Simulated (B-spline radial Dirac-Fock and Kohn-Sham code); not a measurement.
**K-line shifts caused by a second vacancy in Kr⁺**

System: the Kr⁺ ion, configuration [Ar] 3d10 4s2 4p5, inside a Watson sphere of charge -1 and radius 2.2 Å (a model of the Madelung potential; inside it an electron's potential energy is raised by 6.5 eV).

These are calculated numbers from an atomic code on a B-spline grid; the model is ΔSCF Dirac-Fock with Breit, self-energy and vacuum polarisation, finite nucleus, configuration average. Each two-hole energy is an average over J within one jj subconfiguration, not an observable level; in light atoms, where LS coupling holds, the j-resolved values are not observed lines, and for a K spectator the Kα1 hypersatellite is nearly forbidden. The model has no electron correlation.

Lines without a spectator: Kα2 (K-L2) 12594.1 eV, Kβ3 (K-M2) 14101.5 eV. Shifts in eV with one spectator hole (a dash: not computed, or left out as unreliable):

| spectator hole | Kα2 | Kβ3 |
| --- | --- | --- |
| K (1s) | +390.7 | +492.0 |
| L2 (2p1/2) | +39.1 | – |
| M2 (3p1/2) | – | +9.17 |
| M4 (3d3/2) | -0.30 | – |
| M5 (3d5/2) | -1.94 | – |
